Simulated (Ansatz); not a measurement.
```yaml
crystal:
  periodic: [false, false, false]
  atoms:
    - {symbol: B, position_ang: [-0.725264, 0.263658, -1.094316]}
    - {symbol: Si, position_ang: [0.800152, 1.137037, -0.411962]}
    - {symbol: In, position_ang: [-0.113216, -1.026526, 0.993985]}
    - {symbol: H, position_ang: [-0.603069, -0.636558, -1.876741]}
    - {symbol: H, position_ang: [-1.819645, 0.607017, -0.743752]}
    - {symbol: H, position_ang: [0.772562, 2.204605, 0.622200]}
    - {symbol: H, position_ang: [2.203559, 0.743645, -0.704947]}
    - {symbol: H, position_ang: [-1.384364, -2.176315, 0.854790]}
    - {symbol: H, position_ang: [0.957686, -1.162863, 2.343743]}
basis:
  gaussian: {orbitals: def2-TZVP}
total_charge: -1
magnetization: {spin_polarized: true, initial_magnetization: 1}
hamiltonian: {xc: {name: PBEsol}}
accuracy: high
kpoints: {mp_grid: {grid: [2, 2, 2]}}
output: {forces: true}
```

```sh
$ ansatz run in.yaml --threads 2 --pin off --events-out ev --progress --plain --max-ram 4352MiB
```

Shortened log:

```
Error: invalid value for `basis.gaussian`: such a run doesn't read kpoints; remove what it names
```

In this input the input holds a key that doesn't belong there. The program refused the input.
